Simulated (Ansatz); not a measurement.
Reaction (formal loss of a carbene): `C/C=C/[SiH2]N` → `C=C[SiH2]N` + `[CH2]` (triplet)

Isolated molecules relaxed with PBE0-D4/def2-TZVP in Ansatz; ΔE leaves out vibrations. CBS: MP2 limit from def2 TZ/QZ plus the TZ coupled-cluster correction, frozen cores. This one scheme is used for every species. DFT in def2-TZVPP. Triplets are unrestricted, without spin–orbit coupling. One conformer a species, not always the lowest.

`C/C=C/[SiH2]N`:

Z-matrix (Å, degrees):
```
C
C 1 1.489
H 1 1.091 2 111.6
H 1 1.095 2 110.8 3 -121.2
H 1 1.095 2 110.7 3 121.0
C 2 1.334 1 125.9 3 -0.2
H 2 1.091 1 115.5 3 -180.0
Si 6 1.850 2 122.5 1 -179.5
H 6 1.091 2 118.0 1 0.4
N 8 1.721 6 110.1 2 -123.9
H 8 1.489 6 112.6 2 119.3
H 8 1.497 6 105.8 2 1.8
H 10 1.007 8 119.8 6 -157.5
H 10 1.007 8 120.3 6 57.8
```

`C=C[SiH2]N`:

```xyz
11

C    -0.640    1.225   -1.119
C    -0.980    0.730    0.067
Si   -0.002   -0.600    0.934
N     1.385   -1.145    0.084
H    -1.216    2.001   -1.617
H     0.241    0.868   -1.647
H    -1.874    1.125    0.551
H    -0.894   -1.772    1.153
H     0.445   -0.072    2.252
H     2.226   -0.596    0.046
H     1.308   -1.765   -0.704
```

`[CH2]` (triplet):

Z-matrix (Å, degrees):
```
C
H 1 1.079
H 1 1.079 2 134.9
```

```csv
level,ΔE (kcal/mol),difference from CCSD(T)/CBS
PBE-D4,109.9,2.0
r2SCAN0-D4,102.1,-5.8
PBE-QIDH,107.6,-0.3
revPBE,102.6,-5.3
LC-ωPBE,105.5,-2.4
CCSD(T)/def2-SVP,103.7,-4.2
HF/def2-TZVPP,73.0,-34.9
MP2/def2-TZVPP,108.7,0.8
SCS-MP2/def2-TZVPP,108.6,0.7
HF/def2-QZVPP,73.0,-34.9
CCSD(T)/CBS,107.9,0
```

Largest T1 diagnostic among the species: 0.011.

From r2SCAN to r2SCAN0 (25 % exact exchange), in def2-TZVPP and without D4, ΔE moves by −1.0 kcal/mol. Leaving LDA and LC-ωPBE aside and taking each functional with its dispersion term where it has one, the values, not all of them listed here, spread over 8.3 kcal/mol, from r2SCAN0-D4 to ωB97X-V. LDA lies +17.8 kcal/mol from PBE without D4. At CCSD(T), def2-SVP lies −4.2 kcal/mol from the extrapolated value and def2-TZVPP −2.7 kcal/mol.

CCSD(T)/CBS has its own doubt, a few kJ/mol and more with outer-core shells, so smaller differences from it don't rank the levels.
